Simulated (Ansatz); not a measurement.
One change: `C[SiH2][O][GaH2]` becomes `C[SiH2][S][GaH2]`.

Ansatz, PBE0-D4/def2-TZVP geometries, multiplicity 1. Each molecule was computed in one conformer, which needn't be the lowest.

Scalar relativity is left out up to krypton.

| property | `C[SiH2][O][GaH2]` |
| --- | --- |
| HOMO–LUMO gap (PBE/def2-TZVPP) / eV | 4.51 |
| HOMO–LUMO gap (ωB97M-V/def2-TZVPP) / eV | 10.62 |
| zero-point energy (PBE0-D4/def2-TZVP) / kJ/mol | 187.9 |
| HOMO energy (ωB97M-V/def2-TZVPP) / eV | -10.36 |
| HOMO energy (PBE/def2-TZVPP) / eV | -6.72 |
| LUMO energy (B3LYP/def2-TZVPP) / eV | -1.70 |

**Question.** What does the change do to each property? (Best estimate.)

**Answer.** The calculation gave: 
| property | `C[SiH2][S][GaH2]` | shift |
| --- | --- | --- |
| HOMO–LUMO gap (PBE/def2-TZVPP) / eV | 4.04 | -0.47 |
| HOMO–LUMO gap (ωB97M-V/def2-TZVPP) / eV | 9.75 | -0.87 |
| zero-point energy (PBE0-D4/def2-TZVP) / kJ/mol | 183.5 | -4.4 |
| HOMO energy (ωB97M-V/def2-TZVPP) / eV | -9.66 | 0.70 |
| HOMO energy (PBE/def2-TZVPP) / eV | -6.41 | 0.31 |
| LUMO energy (B3LYP/def2-TZVPP) / eV | -1.85 | -0.15 |

With PBE0 the HOMO rises by 0.56 eV and the LUMO falls by 0.19 eV, so the gap narrows by about 0.75 eV. PBE moves the HOMO by 0.31 eV and ωB97M-V by 0.70 eV.

Positive LUMOs are unbound, so they and the gaps depend on the basis.

B3LYP here is the variant with VWN-RPA as its local correlation; programs differ in this.
